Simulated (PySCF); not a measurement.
Stepwise substitution at one centre (Al Br-SH). Isolated molecules, 0 K electronic values unless said otherwise. One relaxed conformer stands for each flexible species; it need not be the lowest. Strings in code marks are SMILES.

The numbers are results of ωB97X-D3(BJ)/def2-TZVP // B3LYP-D3(BJ)/def2-TZVP run with PySCF 2.14.0, not measurements. Delta-SCF ions had no search for a lower state. Excitations are Tamm–Dancoff values on a coarser integration grid. The basis has no diffuse functions, so Rydberg states are missing or too high.

```csv
species,T1 excitation (TDA) (eV),vertical ionisation energy (Delta-SCF) (eV)
0 of 3 Br replaced by SH,6.06,11.15
1 of 3 Br replaced by SH (`[Br][Al]([SH])[Br]` (H–S–Al–Br torsion 0°)),5.83,10.57
"2 of 3 Br replaced by SH (`[SH][Al]([SH])[Br]` (H–S–Al–Br torsion -180°, Br–Al–S–H torsion 0°))",5.84,10.30
3 of 3 Br replaced by SH (`[SH][Al]([SH])[SH]`),5.78,10.13
```
